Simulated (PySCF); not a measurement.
An element was calculated at r2SCAN (PySCF 2.14, ECP, a double-zeta basis, no spin-orbit coupling), in the ground configurations that NIST lists.

```
electron affinity        : 0.595 eV
first ionisation energy  : 6.827 eV
second ionisation energy : 15.457 eV
third ionisation energy  : 24.286 eV
```

Which element is it?

Tantalum (Ta, Z = 73), in aug-cc-pwCVDZ-PP with ECP60MDF. NIST lists 7.550, 16.2 ± 0.5, 23.1 ± 1.6 eV for these ionisation energies.
